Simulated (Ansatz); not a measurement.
Species: [Cd(CH3)2] (charge 0, multiplicity 1), formula C2H6Cd.

How many basis functions does frozen-core CCSD(T)/def2-TZVPP // r2SCAN-D4/def2-SVP (Ansatz, a program for electronic structure) use, how many core orbitals are frozen, and how many electrons are correlated?

202 basis functions and 2 frozen orbitals, which leaves 34 correlated electrons. Core time is of the order of minutes.
